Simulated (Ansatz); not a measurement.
Ansatz (a quantum-chemistry and plane-wave program) input (B3LYP-D3(BJ)/def2-TZVP):

Ansatz 0.2 input:
```yaml
crystal:
  periodic: [false, false, false]
  atoms:
    - {symbol: Ge, position_ang: [0.01086032, -0.00616844, 0.41757255]}
    - {symbol: F, position_ang: [0.63163470, 1.16043427, -0.74230093]}
    - {symbol: F, position_ang: [-0.67024917, -1.13850205, -0.74240146]}
basis:
  gaussian:
    orbitals: def2-TZVP
hamiltonian:
  xc: b3lyp
  dispersion: d3bj
phonons: {temperatures: {t_min: 298.15, t_max: 298.15, t_step: 100}}
```

Output:

```
Functional definition: B3LYP
integrals: 0.03 GiB planned
701 factors; their error is unknown
mean field: 0.31 GiB planned
mean field evaluation 1: about -61953.0431 eV, gradient 5.7e1 eV
mean field evaluation 2: about -61930.3071 eV, gradient 1.3e2 eV
mean field evaluation 4: about -61957.6728 eV, gradient 2.0e0 eV
mean field evaluation 8: about -61957.9093 eV, gradient 1.1e-2 eV
mean field -61957.90933986 eV, -2276.9111716604 hartree, gradient 4.9e-5 eV, S^2 0.000000; 0 other end points of the search recorded, 0 dependent functions left out
the calculation of the forces begins
reference -61957.90949302 eV, -2276.9111772892 hartree; 25, 25 occupied and 85, 85 virtual orbitals, 701 factors
these checks for a lower state are left out or cut short: stability, starts, cluster_reference, orbital_swaps, neighbouring_geometries, increment
integrals: 0.03 GiB planned
701 factors; their error is unknown
mean field: 0.31 GiB planned
mean field evaluation 16: about -61957.6783 eV, gradient 6.9e-5 eV
mean field -61957.90928421 eV, -2276.9111696155 hartree, gradient 2.7e-6 eV, S^2 0.000000; 0 other end points of the search recorded, 0 dependent functions left out
the calculation of the forces begins
reference -61957.90943740 eV, -2276.9111752451 hartree; 25, 25 occupied and 85, 85 virtual orbitals, 701 factors
these checks for a lower state are left out or cut short: stability, starts, cluster_reference, orbital_swaps, neighbouring_geometries, increment
integrals: 0.03 GiB planned
701 factors; their error is unknown
mean field: 0.31 GiB planned
mean field -61957.90928670 eV, -2276.9111697068 hartree, gradient 2.7e-6 eV, S^2 0.000000; 0 other end points of the search recorded, 0 dependent functions left out
the calculation of the forces begins
reference -61957.90943984 eV, -2276.9111753348 hartree; 25, 25 occupied and 85, 85 virtual orbitals, 701 factors
these checks for a lower state are left out or cut short: stability, starts, cluster_reference, orbital_swaps, neighbouring_geometries, increment
integrals: 0.03 GiB planned
701 factors; their error is unknown
mean field: 0.31 GiB planned
mean field evaluation 32: about -61957.6783 eV, gradient 4.4e-5 eV
mean field -61957.90930580 eV, -2276.9111704089 hartree, gradient 2.7e-6 eV, S^2 0.000000; 0 other end points of the search recorded, 0 dependent functions left out
the calculation of the forces begins
reference -61957.90945897 eV, -2276.9111760377 hartree; 25, 25 occupied and 85, 85 virtual orbitals, 701 factors
these checks for a lower state are left out or cut short: stability, starts, cluster_reference, orbital_swaps, neighbouring_geometries, increment
integrals: 0.03 GiB planned
701 factors; their error is unknown
mean field: 0.31 GiB planned
mean field -61957.90928369 eV, -2276.9111695962 hartree, gradient 2.7e-6 eV, S^2 0.000000; 0 other end points of the search recorded, 0 dependent functions left out
the calculation of the forces begins
reference -61957.90943685 eV, -2276.9111752250 hartree; 25, 25 occupied and 85, 85 virtual orbitals, 701 factors
these checks for a lower state are left out or cut short: stability, starts, cluster_reference, orbital_swaps, neighbouring_geometries, increment
integrals: 0.03 GiB planned
701 factors; their error is unknown
mean field: 0.31 GiB planned
mean field -61957.90932261 eV, -2276.9111710265 hartree, gradient 2.5e-6 eV, S^2 0.000000; 0 other end points of the search recorded, 0 dependent functions left out
the calculation of the forces begins
reference -61957.90947576 eV, -2276.9111766548 hartree; 25, 25 occupied and 85, 85 virtual orbitals, 701 factors
these checks for a lower state are left out or cut short: stability, starts, cluster_reference, orbital_swaps, neighbouring_geometries, increment
integrals: 0.03 GiB planned
701 factors; their error is unknown
mean field: 0.31 GiB planned
mean field -61957.90932089 eV, -2276.9111709635 hartree, gradient 2.7e-6 eV, S^2 0.000000; 0 other end points of the search recorded, 0 dependent functions left out
the calculation of the forces begins
reference -61957.90947407 eV, -2276.9111765928 hartree; 25, 25 occupied and 85, 85 virtual orbitals, 701 factors
Total energy: -61957.96379626 eV, -2276.9131728965 hartree
Atom 0 at     0.010860    -0.006168     0.417573 Å, force    -0.000039     0.000022    -0.001496 eV/Å
Atom 1 at     0.631635     1.160434    -0.742301 Å, force     0.000473     0.000790     0.000748 eV/Å
Atom 2 at    -0.670249    -1.138502    -0.742401 Å, force    -0.000434    -0.000812     0.000748 eV/Å
Dipole moment:     0.014305    -0.008125     0.550006 e Å
Vibrations: 253.55 648.94 674.85 cm⁻¹, zero-point energy 0.097783 eV
```
